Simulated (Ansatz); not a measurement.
Basis-set series for `[F][Zr]([SH])([SH])[SH]`. Total charge 0; spin multiplicity 1. Zr: def2 effective core potential. Geometry: relaxed with PBE0-D4/def2-TZVP. It is one conformer, not always the lowest.

```csv
functional,basis,functions,energy (Eh),HOMO (eV),LUMO (eV)
PBE0-D4,def2-SVP,114,-1342.53662,-7.81,-2.14
PBE0-D4,def2-QZVPP,438,-1343.13059,-7.87,-2.20
ωB97M-V,def2-SVP,114,-1342.87435,-9.88,-0.06
ωB97M-V,def2-QZVPP,438,-1343.46576,-9.99,-0.18
```

**Question.** Give the rows for def2-TZVPP. (Best estimate.)

**Answer.** The calculation gave: 
```csv
functional,basis,functions,energy (Eh),HOMO (eV),LUMO (eV)
PBE0-D4,def2-TZVPP,255,-1343.08616,-7.85,-2.19
ωB97M-V,def2-TZVPP,255,-1343.42348,-9.97,-0.16
```

Computed with Ansatz.
